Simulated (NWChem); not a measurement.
BHF, doublet; SMILES [BH]F

```xyz
3

B      0.1511     0.7267     0.0000
F      0.0057    -0.5659     0.0000
H     -0.8072     1.4593     0.0000
```
Atoms are numbered in this order, from 1.

Computed with NWChem. Pople sets run with spherical d functions. Spin-unrestricted. In the optimisation the excess spin sits in a' (Cs, its own frame). Geometry: optimised at PBE0-D3(BJ)/def2-TZVP, spin-unrestricted. No stability test was run on the SCF state. Vertical excitations in the gas phase. Excited states of an open shell can be spin-contaminated.

**Question.** What does the run give for BHandHLYP/6-31+G*, TDA? Quantities: lowest excitation (eV); oscillator strength of that lowest state; lowest state with f > 0.02 (eV); oscillator strength of that bright state; lowest empty minus highest occupied level, either spin (eV).

**Answer.** lowest excitation (eV): 2.49
oscillator strength of that lowest state: 0.015
lowest state with f > 0.02 (eV): 5.81
oscillator strength of that bright state: 0.047
lowest empty minus highest occupied level, either spin (eV): 6.62
